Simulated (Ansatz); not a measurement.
Ansatz (a quantum-chemistry and plane-wave program) job for CH₉FOSi₃, SMILES C[SiH2]O[Si@H](F)[SiH3], PBE0-D3(BJ)/def2-SVP. 

Ansatz 0.2 input:
```yaml
crystal:
  periodic: [false, false, false]
  atoms:
    - {symbol: C, position_ang: [-3.07274401, -0.17239066, -0.01281772]}
    - {symbol: Si, position_ang: [-1.64830419, -0.91563931, -1.01339107]}
    - {symbol: O, position_ang: [-0.24963823, -0.77852075, -0.19166731]}
    - {symbol: Si, position_ang: [0.87037331, -0.13096258, 0.77267701]}
    - {symbol: F, position_ang: [0.08789318, 0.93804000, 1.70282707]}
    - {symbol: Si, position_ang: [2.43962973, 0.96887407, -0.48851204]}
    - {symbol: H, position_ang: [-2.88439742, 0.87179881, 0.22369209]}
    - {symbol: H, position_ang: [-4.00992325, -0.22490176, -0.55847043]}
    - {symbol: H, position_ang: [-3.20879710, -0.69674569, 0.92938437]}
    - {symbol: H, position_ang: [-1.78769412, -2.35839701, -1.20739329]}
    - {symbol: H, position_ang: [-1.43507237, -0.19181145, -2.26975731]}
    - {symbol: H, position_ang: [1.19822431, -1.18327834, 1.72698512]}
    - {symbol: H, position_ang: [3.23151339, 0.03950236, -1.30371590]}
    - {symbol: H, position_ang: [1.88469872, 1.96487659, -1.41632310]}
    - {symbol: H, position_ang: [3.39019490, 1.68729579, 0.36956517]}
basis:
  gaussian:
    orbitals: def2-SVP
hamiltonian:
  xc: pbe0
  dispersion: d3bj
relax: {f_tol: 0.002, max_steps: 200}
```

Program output:

```
[...]
the calculation of the forces begins
reference -29556.19534155 eV, -1086.1701448933 hartree; 37, 37 occupied and 104, 104 virtual orbitals, 1444 factors
relax step  27: F+E_penalty+E_count = -29556.52457766 eV  Δ(F+E_penalty+E_count) = -2.061e-6 eV  max|allowed force component| = 4.674e-3 eV/Å  Δτ_max = 0.0189 Å  (23 SCF iters, accepted)
these checks for a lower state are left out or cut short: starts, cluster_reference, orbital_swaps, neighbouring_geometries, increment
integrals: 0.12 GiB planned
1444 factors; integrals over basis functions are off by at most 5.0e-4 eV
mean field: 0.94 GiB planned
mean field -29556.19533524 eV, -1086.1701446613 hartree, gradient 3.3e-5 eV, S^2 0.000000; 0 other end points of the search recorded, 0 dependent functions left out
the calculation of the forces begins
reference -29556.19537045 eV, -1086.1701459553 hartree; 37, 37 occupied and 104, 104 virtual orbitals, 1444 factors
relax step  28: F+E_penalty+E_count = -29556.52458575 eV  Δ(F+E_penalty+E_count) = -8.095e-6 eV  max|allowed force component| = 3.354e-3 eV/Å  Δτ_max = 0.0035 Å  (19 SCF iters, accepted)
these checks for a lower state are left out or cut short: starts, cluster_reference, orbital_swaps, neighbouring_geometries, increment
integrals: 0.12 GiB planned
1444 factors; integrals over basis functions are off by at most 5.0e-4 eV
mean field: 0.94 GiB planned
mean field evaluation 160: about -29556.1953 eV, gradient 4.1e-5 eV
mean field -29556.19534123 eV, -1086.1701448813 hartree, gradient 4.1e-5 eV, S^2 0.000000; 0 other end points of the search recorded, 0 dependent functions left out
the calculation of the forces begins
reference -29556.19537643 eV, -1086.1701461750 hartree; 37, 37 occupied and 104, 104 virtual orbitals, 1444 factors
relax step  29: F+E_penalty+E_count = -29556.52458658 eV  Δ(F+E_penalty+E_count) = -8.264e-7 eV  max|allowed force component| = 3.811e-3 eV/Å  Δτ_max = 0.0042 Å  (20 SCF iters, accepted)
these checks for a lower state are left out or cut short: starts, cluster_reference, orbital_swaps, neighbouring_geometries, increment
integrals: 0.12 GiB planned
1444 factors; integrals over basis functions are off by at most 5.0e-4 eV
mean field: 0.94 GiB planned
mean field -29556.19532332 eV, -1086.1701442231 hartree, gradient 2.9e-5 eV, S^2 0.000000; 0 other end points of the search recorded, 0 dependent functions left out
the calculation of the forces begins
reference -29556.19535852 eV, -1086.1701455168 hartree; 37, 37 occupied and 104, 104 virtual orbitals, 1444 factors
relax step  30: F+E_penalty+E_count = -29556.52459219 eV  Δ(F+E_penalty+E_count) = -5.609e-6 eV  max|allowed force component| = 2.535e-3 eV/Å  Δτ_max = 0.0024 Å  (19 SCF iters, accepted)
these checks for a lower state are left out or cut short: starts, cluster_reference, orbital_swaps, neighbouring_geometries, increment
integrals: 0.12 GiB planned
1444 factors; integrals over basis functions are off by at most 5.0e-4 eV
mean field: 0.94 GiB planned
mean field -29556.19528441 eV, -1086.1701427933 hartree, gradient 6.8e-6 eV, S^2 0.000000; 0 other end points of the search recorded, 0 dependent functions left out
the calculation of the forces begins
reference -29556.19531961 eV, -1086.1701440871 hartree; 37, 37 occupied and 104, 104 virtual orbitals, 1444 factors
relax step  31: F+E_penalty+E_count = -29556.52459548 eV  Δ(F+E_penalty+E_count) = -3.295e-6 eV  max|allowed force component| = 4.446e-3 eV/Å  Δτ_max = 0.0046 Å  (22 SCF iters, accepted)
these checks for a lower state are left out or cut short: starts, cluster_reference, orbital_swaps, neighbouring_geometries, increment
integrals: 0.12 GiB planned
1444 factors; integrals over basis functions are off by at most 5.0e-4 eV
mean field: 0.94 GiB planned
mean field -29556.19522588 eV, -1086.1701406424 hartree, gradient 1.2e-5 eV, S^2 0.000000; 0 other end points of the search recorded, 0 dependent functions left out
the calculation of the forces begins
reference -29556.19526108 eV, -1086.1701419361 hartree; 37, 37 occupied and 104, 104 virtual orbitals, 1444 factors
relax step  32: F+E_penalty+E_count = -29556.52459850 eV  Δ(F+E_penalty+E_count) = -3.019e-6 eV  max|allowed force component| = 6.536e-3 eV/Å  Δτ_max = 0.0063 Å  (22 SCF iters, accepted)
these checks for a lower state are left out or cut short: starts, cluster_reference, orbital_swaps, neighbouring_geometries, increment
integrals: 0.12 GiB planned
1444 factors; integrals over basis functions are off by at most 5.0e-4 eV
mean field: 0.94 GiB planned
mean field -29556.19515949 eV, -1086.1701382025 hartree, gradient 1.5e-5 eV, S^2 0.000000; 0 other end points of the search recorded, 0 dependent functions left out
the calculation of the forces begins
reference -29556.19519469 eV, -1086.1701394962 hartree; 37, 37 occupied and 104, 104 virtual orbitals, 1444 factors
relax step  33: F+E_penalty+E_count = -29556.52460144 eV  Δ(F+E_penalty+E_count) = -2.934e-6 eV  max|allowed force component| = 7.487e-3 eV/Å  Δτ_max = 0.0069 Å  (22 SCF iters, accepted)
these checks for a lower state are left out or cut short: starts, cluster_reference, orbital_swaps, neighbouring_geometries, increment
integrals: 0.12 GiB planned
1444 factors; integrals over basis functions are off by at most 5.0e-4 eV
mean field: 0.94 GiB planned
mean field -29556.19506367 eV, -1086.1701346814 hartree, gradient 1.5e-5 eV, S^2 0.000000; 0 other end points of the search recorded, 0 dependent functions left out
the calculation of the forces begins
reference -29556.19509887 eV, -1086.1701359750 hartree; 37, 37 occupied and 104, 104 virtual orbitals, 1444 factors
relax step  34: F+E_penalty+E_count = -29556.52460519 eV  Δ(F+E_penalty+E_count) = -3.752e-6 eV  max|allowed force component| = 6.696e-3 eV/Å  Δτ_max = 0.0102 Å  (22 SCF iters, accepted)
these checks for a lower state are left out or cut short: starts, cluster_reference, orbital_swaps, neighbouring_geometries, increment
integrals: 0.12 GiB planned
1444 factors; integrals over basis functions are off by at most 5.0e-4 eV
mean field: 0.94 GiB planned
mean field evaluation 192: about -29556.1950 eV, gradient 1.4e-4 eV
mean field -29556.19500216 eV, -1086.1701324209 hartree, gradient 1.0e-5 eV, S^2 0.000000; 0 other end points of the search recorded, 0 dependent functions left out
the calculation of the forces begins
reference -29556.19503736 eV, -1086.1701337144 hartree; 37, 37 occupied and 104, 104 virtual orbitals, 1444 factors
relax step  35: F+E_penalty+E_count = -29556.52460769 eV  Δ(F+E_penalty+E_count) = -2.503e-6 eV  max|allowed force component| = 4.640e-3 eV/Å  Δτ_max = 0.0059 Å  (22 SCF iters, accepted)
these checks for a lower state are left out or cut short: starts, cluster_reference, orbital_swaps, neighbouring_geometries, increment
integrals: 0.12 GiB planned
1444 factors; integrals over basis functions are off by at most 5.0e-4 eV
mean field: 0.94 GiB planned
mean field -29556.19489330 eV, -1086.1701284202 hartree, gradient 2.2e-5 eV, S^2 0.000000; 0 other end points of the search recorded, 0 dependent functions left out
the calculation of the forces begins
reference -29556.19492849 eV, -1086.1701297135 hartree; 37, 37 occupied and 104, 104 virtual orbitals, 1444 factors
relax step  36: F+E_penalty+E_count = -29556.52461009 eV  Δ(F+E_penalty+E_count) = -2.399e-6 eV  max|allowed force component| = 2.557e-3 eV/Å  Δτ_max = 0.0084 Å  (22 SCF iters, accepted)
these checks for a lower state are left out or cut short: starts, cluster_reference, orbital_swaps, neighbouring_geometries, increment
integrals: 0.12 GiB planned
1444 factors; integrals over basis functions are off by at most 5.0e-4 eV
mean field: 0.94 GiB planned
mean field -29556.19488922 eV, -1086.1701282705 hartree, gradient 4.9e-5 eV, S^2 0.000000; 0 other end points of the search recorded, 0 dependent functions left out
the calculation of the forces begins
reference -29556.19492441 eV, -1086.1701295636 hartree; 37, 37 occupied and 104, 104 virtual orbitals, 1444 factors
relax step  37: F+E_penalty+E_count = -29556.52460972 eV  Δ(F+E_penalty+E_count) = +3.654e-7 eV  max|allowed force component| = 2.653e-3 eV/Å  Δτ_max = 0.0036 Å  (20 SCF iters, rejected (line search))
these checks for a lower state are left out or cut short: starts, cluster_reference, orbital_swaps, neighbouring_geometries, increment
integrals: 0.12 GiB planned
1444 factors; integrals over basis functions are off by at most 5.0e-4 eV
mean field: 0.94 GiB planned
mean field -29556.19489123 eV, -1086.1701283444 hartree, gradient 1.9e-5 eV, S^2 0.000000; 0 other end points of the search recorded, 0 dependent functions left out
the calculation of the forces begins
reference -29556.19492642 eV, -1086.1701296376 hartree; 37, 37 occupied and 104, 104 virtual orbitals, 1444 factors
relax step  38: F+E_penalty+E_count = -29556.52461165 eV  Δ(F+E_penalty+E_count) = -1.559e-6 eV  max|allowed force component| = 1.398e-3 eV/Å  Δτ_max = 0.0017 Å  (19 SCF iters, accepted)
these checks for a lower state are left out or cut short: starts, cluster_reference, orbital_swaps, neighbouring_geometries, increment
integrals: 0.12 GiB planned
1444 factors; integrals over basis functions are off by at most 5.0e-4 eV
mean field: 0.94 GiB planned
mean field -29556.19491695 eV, -1086.1701292893 hartree, gradient 4.2e-5 eV, S^2 0.000000; 0 other end points of the search recorded, 0 dependent functions left out
the calculation of the forces begins
reference -29556.19495214 eV, -1086.1701305825 hartree; 37, 37 occupied and 104, 104 virtual orbitals, 1444 factors
relax step  39: F+E_penalty+E_count = -29556.52461201 eV  Δ(F+E_penalty+E_count) = -3.570e-7 eV  max|allowed force component| = 8.209e-4 eV/Å  Δτ_max = 0.0030 Å  (19 SCF iters, accepted)
integrals: 0.12 GiB planned
1444 factors; integrals over basis functions are off by at most 5.0e-4 eV
mean field: 0.94 GiB planned
mean field evaluation 224: about -29556.1949 eV, gradient 1.5e-3 eV
mean field -29556.19491695 eV, -1086.1701292893 hartree, gradient 4.2e-5 eV, S^2 0.000000; 1 other end points of the search recorded, 0 dependent functions left out
the calculation of the forces begins
reference -29556.19495214 eV, -1086.1701305825 hartree; 37, 37 occupied and 104, 104 virtual orbitals, 1444 factors
Total energy: -29556.52464720 eV, -1086.1822466525 hartree
Atom 0 at    -2.968601    -0.130305    -0.051678 Å, force     0.000775    -0.000060     0.000026 eV/Å
Atom 1 at    -1.556092    -0.924528    -0.973901 Å, force    -0.000821     0.000582     0.000221 eV/Å
Atom 2 at    -0.240409    -1.091798     0.048804 Å, force    -0.000020    -0.000595    -0.000236 eV/Å
Atom 3 at     0.831747    -0.185234     0.903982 Å, force     0.000451     0.000314     0.000371 eV/Å
Atom 4 at    -0.000769     0.949066     1.730707 Å, force    -0.000309     0.000056     0.000031 eV/Å
Atom 5 at     2.284896     0.947950    -0.542497 Å, force     0.000245     0.000013    -0.000506 eV/Å
Atom 6 at    -2.651393     0.839516     0.361935 Å, force    -0.000143    -0.000330    -0.000043 eV/Å
Atom 7 at    -3.831520     0.037319    -0.715011 Å, force     0.000040    -0.000022    -0.000072 eV/Å
Atom 8 at    -3.293992    -0.766661     0.785445 Å, force     0.000029     0.000156    -0.000259 eV/Å
Atom 9 at    -1.906320    -2.289677    -1.458222 Å, force     0.000025     0.000074     0.000055 eV/Å
Atom 10 at    -1.146743    -0.081023    -2.140407 Å, force    -0.000052    -0.000142     0.000165 eV/Å
Atom 11 at     1.495627    -1.063590     1.903532 Å, force    -0.000070     0.000079    -0.000147 eV/Å
Atom 12 at     3.049691    -0.039316    -1.364968 Å, force    -0.000143     0.000385     0.000190 eV/Å
Atom 13 at     1.490202     1.826904    -1.454342 Å, force     0.000257    -0.000342     0.000357 eV/Å
Atom 14 at     3.249633     1.789116     0.229702 Å, force    -0.000263    -0.000166    -0.000152 eV/Å
Dipole moment:    -0.081613    -0.045355    -0.116503 e Å
```

Self-consistency was reached.
